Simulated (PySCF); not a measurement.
F, charge -1, singlet (in this run its highest filled SCF level lies above zero, so its values depend strongly on the basis, on diffuse functions most of all); M062X/6-31G*, TDA in PySCF.

Input for PySCF:
```python
from pyscf import gto, scf, dft, tdscf

mol = gto.M(
    atom='''
F     0.000000    0.000000    0.000000
''',
    basis='6-31g*',
    charge=-1,
    spin=0,
    verbose=4,
)

mf = dft.RKS(mol)
mf.xc = 'm062x'
mf.kernel()
td = mf.TDA()
td.nstates = 5
td.kernel()
td.analyze()
```

Output, abridged:

```
PySCF version 2.14.0

[INPUT] verbose = 4
[INPUT] num. atoms = 1
[INPUT] num. electrons = 10
[INPUT] charge = -1
[INPUT] spin (= nelec alpha-beta = 2S) = 0
[INPUT] symmetry False subgroup None
[INPUT] Mole.unit = angstrom
[INPUT] Symbol           X                Y                Z      unit          X                Y                Z       unit  Magmom
[...]
nuclear repulsion = 0
number of shells = 6
number of NR pGTOs = 27
number of NR cGTOs = 14
basis = 6-31g*
ecp = {}

******** <class 'pyscf.dft.rks.RKS'> ********
method = RKS
initial guess = minao
damping factor = 0
level_shift factor = 0
DIIS = <class 'pyscf.scf.diis.CDIIS'>
diis_start_cycle = 1
diis_space = 8
diis_damp = 0
SCF conv_tol = 1e-09
SCF conv_tol_grad = None
SCF max_cycles = 50
direct_scf = True
direct_scf_tol = 1e-13
XC library pyscf.dft.libxc version 7.1.2
    S. Lehtola, C. Steigemann, M. J. T. Oliveira, and M. A. L. Marques,  SoftwareX 7, 1–5 (2018)
XC functionals = m062x
    Y. Zhao and D. G. Truhlar,  Theor. Chem. Acc. 120, 215 (2008)
    Y. Zhao and D. G. Truhlar,  Theor. Chem. Acc. 120, 215 (2008)
radial grids:
    Treutler-Ahlrichs [JCP 102, 346 (1995); DOI:10.1063/1.469408] (M4) radial grids

becke partition: Becke, JCP 88, 2547 (1988); DOI:10.1063/1.454033
pruning grids: <function nwchem_prune>
grids dens level: 3
symmetrized grids: False
atomic radii adjust function: <function treutler_atomic_radii_adjust>
small_rho_cutoff = 0
Set gradient conv threshold to 3.16228e-05
Initial guess from minao.
tot grids = 14264
init E= -99.4948516291089
[...]
cycle= 1 E= -99.6153129505816  delta_E= -0.12  |g|= 0.849  |ddm|= 0.419
[...]
cycle= 2 E= -99.6415842179194  delta_E= -0.0263  |g|= 0.758  |ddm|= 0.819
[...]
cycle= 3 E= -99.7227559016779  delta_E= -0.0812  |g|= 0.0055  |ddm|= 0.381
[...]
cycle= 4 E= -99.7227584800017  delta_E= -2.58e-06  |g|= 0.000997  |ddm|= 0.00286
[...]
cycle= 5 E= -99.7227585657758  delta_E= -8.58e-08  |g|= 0.000156  |ddm|= 0.000455
[...]
cycle= 6 E= -99.7227585684772  delta_E= -2.7e-09  |g|= 2.58e-07  |ddm|= 7.68e-05
[...]
cycle= 7 E= -99.7227585684772  delta_E= -1.42e-14  |g|= 1.26e-07  |ddm|= 6.3e-08
[...]
Extra cycle  E= -99.7227585684771  delta_E= 4.26e-14  |g|= 1e-07  |ddm|= 1.08e-07
converged SCF energy = -99.7227585684771

******** <class 'pyscf.tdscf.rks.TDA'> for <class 'pyscf.dft.rks.RKS'> ********
nstates = 5 singlet
deg_eia_thresh = 1.000e-03
wfnsym = None
conv_tol = 1e-05
eigh lindep = 1e-12
eigh level_shift = 0
eigh max_cycle = 100

Excitation energies (eV)
[36.4517871  36.4517871  36.4517871  36.79968756 36.79968756]

** Singlet excitation energies and oscillator strengths **
Excited State   1:     36.45179 eV     34.01 nm  f=0.0000
       3 -> 6         0.42444
       3 -> 7         0.13791
       4 -> 6        -0.22093
       5 -> 7        -0.24712
       5 -> 8         0.42769
Excited State   2:     36.45179 eV     34.01 nm  f=0.0000
       3 -> 6        -0.20386
       4 -> 6        -0.42463
       4 -> 7        -0.12476
       5 -> 6        -0.16508
       5 -> 7         0.39719
       5 -> 8         0.25189
Excited State   3:     36.45179 eV     34.01 nm  f=0.0000
       3 -> 6        -0.10063
       3 -> 7         0.24639
       3 -> 8         0.42001
       4 -> 7        -0.41657
       4 -> 8         0.26264
Excited State   4:     36.79969 eV     33.69 nm  f=0.0000
       3 -> 6        -0.31073
       4 -> 6        -0.38321
       5 -> 7        -0.46900
       5 -> 8        -0.17515
Excited State   5:     36.79969 eV     33.69 nm  f=0.0000
       3 -> 7        -0.38609
       3 -> 8         0.35604
       4 -> 7         0.14383
       5 -> 6         0.42546
       5 -> 8         0.13001

** Transition electric dipole moments (AU) **
state          X           Y           Z        Dip. S.      Osc.
  1        -0.0000      0.0000     -0.0000      0.0000      0.0000
  2        -0.0000      0.0000     -0.0000      0.0000      0.0000
  3         0.0000     -0.0000      0.0000      0.0000      0.0000
  4        -0.0000      0.0000     -0.0000      0.0000      0.0000
  5        -0.0000      0.0000     -0.0000      0.0000      0.0000

** Transition velocity dipole moments (imaginary part, AU) **
state          X           Y           Z        Dip. S.      Osc.
  1        -0.0000      0.0000     -0.0000      0.0000      0.0000
  2        -0.0000      0.0000     -0.0000      0.0000      0.0000
  3         0.0000     -0.0000     -0.0000      0.0000      0.0000
  4        -0.0000      0.0000     -0.0000      0.0000      0.0000
  5        -0.0000      0.0000      0.0000      0.0000      0.0000

** Transition magnetic dipole moments (imaginary part, AU) **
state          X           Y           Z
  1         0.0000     -0.0000     -0.0000
  2        -0.0000      0.0000     -0.0000
  3         0.0000     -0.0000     -0.0000
  4        -0.0000      0.0000      0.0000
  5         0.0000     -0.0000      0.0000
```
